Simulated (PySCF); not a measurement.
Computed properties of C3H7N, SMILES C/C=N\C

C3H7N, SMILES C(/C)=N/C. The structure is a stationary point at r2SCAN-D4/def2-SVP. The structure was generated by enumeration; whether it is a known compound was not checked. The values are those of a single conformer. All values are computed for the isolated molecule unless a solvent is named; none is compared with measurement here.

**Structure.** The optimised structure has Cs symmetry. All 27 harmonic modes at r2SCAN-D4/def2-SVP (PySCF) are real, so it is a minimum. With heavy atoms numbered as in [CH3:1]/[CH:2]=[N:3]\[CH3:4], the shortest bond between them is C2–N3 at 1.272 Å and the longest C1–C2 at 1.504 Å.

**Vibrations.** The strongest infrared lines (harmonic, unscaled, degenerate partners summed) lie at 1762 cm⁻¹ (71 km/mol, C 54 %, N 42 %), 2986 cm⁻¹ (64 km/mol, H 97 %), 3047 cm⁻¹ (37 km/mol, H 92 %). The softest mode is at 87 cm⁻¹ and the zero-point energy is 60.0 kcal/mol.

**Electronic structure.** M06-2X/def2-TZVP (PySCF) places the frontier levels at -8.36 and 1.17 eV, a gap of 9.53 eV, and gives a dipole moment of 2.00 D and a mean polarisability of 45.7 bohr³. PBE/def2-TZVP (PySCF) at the same geometry gives -5.46 and -0.98 eV, so its gap is 5.05 eV narrower. An orbital gap is neither the optical nor the fundamental gap.

**Excitations.** TDDFT-CAM-B3LYP/def2-SVPD (PySCF) has S1 at 5.04 eV (246 nm, f = 0.002, weak); the most intense of the 8 singlets computed lies at 7.82 eV (f = 0.21). T1 (TDA) is at 4.24 eV. TDDFT-PBE/def2-SVPD (PySCF) puts S1 at 4.77 eV. No vertical singlet excitation falls in the visible range (under 3.1 eV).

**NMR.** GIAO shifts at B3LYP/pcSseg-1 (PySCF) (non-relativistic, atoms alike by connectivity averaged): ¹³C from 16.7 to 167.6 ppm against TMS; ¹H from 2.1 to 7.9 ppm against TMS.

**Solvation.** SMD-B3LYP/6-31G* (PySCF) gives -4.2 kcal/mol in water, -3.8 kcal/mol in chlorobenzene, -3.3 kcal/mol in cyclohexanone (1 M in both phases, gas-phase geometry); of these solvents water holds the molecule best.
